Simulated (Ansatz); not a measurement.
`[F][GeH2][I]` + H₂ → `[F][GeH3]` + HI at 600 K and 1 bar (hydrogenolysis of a Ge–I bond).

Isolated molecules relaxed with PBE0-D4/def2-TZVP in Ansatz; ΔE leaves out vibrations. CCSD(T)/CBS adds triple-zeta CCSD(T) − MP2 to the extrapolated MP2 energy (def2 sets, frozen cores). This one scheme is used for every species. Elements past krypton have def2 core potentials. For Ge, I outer-core shells are correlated without core-valence functions, which leaves a few kJ/mol of doubt a bond. Scalar relativity is left out up to krypton.

```tsv
species	CCSD(T)/CBS energy (Eh)	H − E (kJ/mol)	S (J/(mol·K))
`[F][GeH2][I]`	-2474.61172	87.3	368.3
H₂	-1.17544	43.9	150.8
`[F][GeH3]`	-2177.72589	97.6	296.3
HI	-298.03592	31.6	227.0
```

H − E and S are ideal-gas, rigid-rotor, harmonic terms from PBE0-D4/def2-TZVP. The MP2-based limit puts H₂ 0.8 mEh under its directly extrapolated value; such offsets cancel only in part. 1 Eh = 2625.50 kJ/mol, R = 8.31446 J/(mol·K).

Problem. By hand: ΔE, ΔH, ΔS and ΔG.

Solution. ΔE = (-2177.72589) + (-298.03592) − (-2474.61172) − (-1.17544) = 0.02535 Eh = 66.6 kJ/mol. Δ(H − E) = 97.6 + 31.6 − 87.3 − 43.9 = -2.0, so ΔH = 64.6 kJ/mol. ΔS = 296.3 + 227.0 − 368.3 − 150.8 = 4.2 J/(mol·K). ΔG = 64.6 − 600 × (4.2)/1000 = 62.1 kJ/mol.

Problem. By hand: the equilibrium constant, and the temperature at which ΔG would vanish if ΔH and ΔS stayed fixed.

Solution. log₁₀ K = −ΔG/(RT ln 10) = -5.4. ΔG = 0 at ΔH/ΔS = 15381 K, far beyond where these terms or the molecules hold.

The number of gas molecules stays the same, so ΔS is small and ΔH decides. A doubt of 5 kJ/mol in ΔE shifts log₁₀ K by 0.4 here. These are equilibria of isolated gas molecules and say nothing of rates. Largest T1 diagnostic: 0.012 (customary marks: 0.02 for closed shells, 0.045 for open ones).
